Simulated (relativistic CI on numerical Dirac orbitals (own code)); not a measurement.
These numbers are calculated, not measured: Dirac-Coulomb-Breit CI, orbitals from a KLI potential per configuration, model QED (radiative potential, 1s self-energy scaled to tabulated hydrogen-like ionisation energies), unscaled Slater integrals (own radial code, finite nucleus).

CI space (outside the closed core [Ar]): 3d10 4s, 3d10 4p, 3d10 4d, 3d10 4f, 3d10 5s, 3d10 5p, 3d10 5d, 3d10 5f, 3d10 5g, 3d10 6s, 3d10 6p, 3d10 6d, 3d9 4s2, 3d10 6f, 3d10 7s, 3d9 4s 4p, 3d10 8s, 3d9 4s 4d, 3d9 4s 4f, 3d9 4s 5s, 3d9 4s 5p, 3d9 4s 5d, 3d9 4s 5f. Double excitations out of closed p, d and f shells are left out; levels of such configurations are missing from the list, as are those of other unlisted configurations, and high levels can miss mixing partners.

At this charge energies of transitions that change n are usually good to better than 1 %, and those within a shell (Δn = 0) to a few per cent.

Outline of the computed level scheme of Cs XXVII. Lowest level of each configuration: 3d10 4s 2S_1/2 at 0.000 eV; 3d10 4p 2P°_1/2 at 54.880 eV; 3d10 4d 2D_3/2 at 164.446 eV; 3d10 4f 2F°_5/2 at 263.392 eV; 3d10 5s 2S_1/2 at 379.931 eV; 3d10 5p 2P°_1/2 at 405.763 eV; 3d10 5d 2D_3/2 at 456.127 eV; 3d10 5f 2F°_5/2 at 499.446 eV; 3d10 5g 2G_7/2 at 516.321 eV.

Some strong electric-dipole decays among the lowest 16 levels: 3d10 5g 2G_9/2 → 3d10 4f 2F°_7/2 (2.6e+12 s⁻¹); 3d10 5g 2G_7/2 → 3d10 4f 2F°_5/2 (2.5e+12 s⁻¹); 3d10 5f 2F°_7/2 → 3d10 4d 2D_5/2 (1.1e+12 s⁻¹); 3d10 5f 2F°_5/2 → 3d10 4d 2D_3/2 (1.0e+12 s⁻¹); 3d10 5s 2S_1/2 → 3d10 4p 2P°_3/2 (9.4e+11 s⁻¹); 3d10 5d 2D_5/2 → 3d10 4p 2P°_3/2 (5.7e+11 s⁻¹); 3d10 5p 2P°_1/2 → 3d10 4s 2S_1/2 (5.3e+11 s⁻¹); 3d10 5p 2P°_1/2 → 3d10 4d 2D_3/2 (5.1e+11 s⁻¹).

LS names give the leading component of a level, which can be under half, so a name can repeat, a term be missing and a line seem to break the LS rules.
